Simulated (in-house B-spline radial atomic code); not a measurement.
Configurations of neutral palladium, with energies counted from [Kr] 4d10. Computed with an all-electron radial atomic-structure program (B-spline basis): scalar-relativistic (X2C) TPSSh, spin-polarised, spherical fractional occupations, Fermi nucleus of rms radius 4.5318 fm. Caution: exact exchange at fractional occupations of open shells leaves self-interaction of up to several eV. Shells without spins written out take the highest spin.

Occupations are held fixed; configurations that lie above the ionisation limit could autoionise.

```
                                       configuration  E - E(ref) (eV)  highest orbital  its <r> (bohr)
                                        [Kr] 4d9 5d1           7.7589            5d up           10.56
              [Kr] 4d(5 up, 4 down) 4f(0 up, 1 down)           8.3966          4f down            17.6
                                        [Kr] 4d9 5f1           8.6705            5f up           30.03
                          [Ar] 3d10 4s2 4p5 4d10 5s1           50.789            5s up           3.183
[Ar] 3d10 4s2 4p(3 up, 2 down) 4d10 5p(1 up, 0 down)           54.749            5p up           4.936
                          [Ar] 3d10 4s2 4p5 4d10 5f1           57.707            5f up           30.06
```

Question: Order these further configurations by energy, lowest first.
A. [Kr] 4d9 5s1
B. [Ar] 3d9 4s2 4p6 4d10 4f1
C. [Kr] 4d9 4f1
D. [Ar] 3d9 4s2 4p6 4d10 5f1
E. [Ar] 3d(5 up, 4 down) 4s2 4p6 4d10 5d(0 up, 1 down)

Answer: A (1.7088 eV), C (8.3965 eV), E (342.11 eV), B (342.75 eV), D (343.03 eV).

Question: How far above the reference does [Kr] 4d(4 up, 5 down) 5f(1 up, 0 down) lie?

Answer: 8.6706 eV; its least bound orbital is 5f up with <r> = 30.04 bohr.

Question: How far above the reference does [Ar] 3d9 4s2 4p6 4d10 5p1 lie?

Answer: 340.12 eV; its least bound orbital is 5p up with <r> = 5.006 bohr.
